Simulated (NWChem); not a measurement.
**How basis sets differ on GeF2 (SMILES [F][Ge][F])**

The species is GeF2 (3 atoms), meant as a singlet with charge 0. SMILES: `[F][Ge][F]`. The shape is that of a PBE0-D4/def2-TZVP optimisation.

```tsv
atom	x (Å)	y (Å)	z (Å)
F	-0.6759	-1.1018	-0.4975
Ge	0.6375	-0.2952	0.3202
F	0.0276	1.3321	0.1641
```

Quantity: the electronic atomisation energy, in eV. The values are calculated. Electronic energies at fixed atoms, without zero-point motion or spin-orbit coupling.

```csv
level,kind,program,value (eV),CPU time (all runs)
PBE0/aug-pcseg-0,global hybrid,NWChem,10.44,11 s
PBE0/aug-pcseg-2,global hybrid,NWChem,10.91,3.1 min
PBE0/def2-TZVPP,global hybrid,NWChem,10.89,30 s
PBE0/aug-pcseg-1,global hybrid,NWChem,10.68,35 s
```

All-electron rows without a relativistic Hamiltonian named are non-relativistic. The values span 10.44 to 10.91 eV. CPU times are rough (shared hosts, several kinds of processor): they show what a rung costs within a factor of a few.
